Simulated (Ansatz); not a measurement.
Consider the isomerisation: `FCC(F)(F)COC(F)(F)F` → `FC(F)COC(F)(F)C(F)F`.

Computed with Ansatz on PBE0-D4/def2-TZVP structures; ΔE is electronic, products minus reactants. CCSD(T)/CBS adds triple-zeta CCSD(T) − MP2 to the extrapolated MP2 energy (def2 sets, frozen cores). DFT in def2-TZVPP. HSE06 is defined as in plane-wave codes. One conformer a species, not always the lowest.

`FCC(F)(F)COC(F)(F)F`:

Cartesian coordinates in Å:
```
F -0.706 -0.459 -2.330
C 0.578 -0.558 -1.858
C 0.559 -1.165 -0.471
F 1.842 -1.203 -0.033
F 0.113 -2.445 -0.533
C -0.316 -0.453 0.536
O 0.126 0.895 0.595
C -0.534 1.688 1.452
F -0.009 2.897 1.378
F -0.441 1.259 2.716
F -1.839 1.771 1.168
H 1.025 0.437 -1.813
H 1.158 -1.209 -2.516
H -1.354 -0.508 0.204
H -0.201 -0.946 1.504
```

`FC(F)COC(F)(F)C(F)F`:

```xyz
15

F    -1.627   -0.875   -2.191
C    -0.728   -1.646   -1.539
F    -1.217   -2.908   -1.494
C    -0.548   -1.160   -0.124
O     0.096    0.103   -0.209
C     0.288    0.751    0.954
F    -0.886    1.042    1.562
F     0.993    0.011    1.834
C     1.019    2.066    0.656
F     2.226    1.793    0.131
F     1.192    2.741    1.804
H     0.204   -1.645   -2.114
H    -1.527   -1.073    0.353
H     0.072   -1.873    0.424
H     0.443    2.675   -0.047
```

```
             level  ΔE (kJ/mol)  difference from CCSD(T)/CBS
       LDA (SPW92)         35.5                          2.9
        r2SCAN0-D4         37.1                          4.5
          BHLYP-D4         33.3                          0.7
           ωB97M-V         34.7                          2.1
          PBE-QIDH         36.2                          3.6
               PBE         27.8                         -4.8
            revPBE         25.2                         -7.4
              PBE0         32.6                          0.0
             HSE06         32.5                         -0.1
             BHLYP         31.9                         -0.7
         CAM-B3LYP         30.3                         -2.3
     HF/def2-TZVPP         33.9                          1.3
CCSD(T)/def2-TZVPP         33.8                          1.2
     HF/def2-QZVPP         33.5                          0.9
SCS-MP2/def2-QZVPP         31.7                         -0.9
      HF/CBS(def2)         33.5                          0.9
       CCSD(T)/CBS         32.6                            0
```

Largest T1 diagnostic among the species: 0.012.

From PBE to PBE0 (25 % exact exchange), in def2-TZVPP and without D4, ΔE moves by +4.8 kJ/mol. At CCSD(T), def2-SVP lies +10.1 kJ/mol from the extrapolated value and def2-TZVPP +1.3 kJ/mol. Leaving LDA and LC-ωPBE aside and taking each functional with its dispersion term where it has one, the values, not all of them listed here, spread over 12.7 kJ/mol, from BLYP-D4 to B97M-V. LDA lies +7.7 kJ/mol from PBE without D4.

CCSD(T)/CBS has its own doubt, a few kJ/mol and more with outer-core shells, so smaller differences from it don't rank the levels.
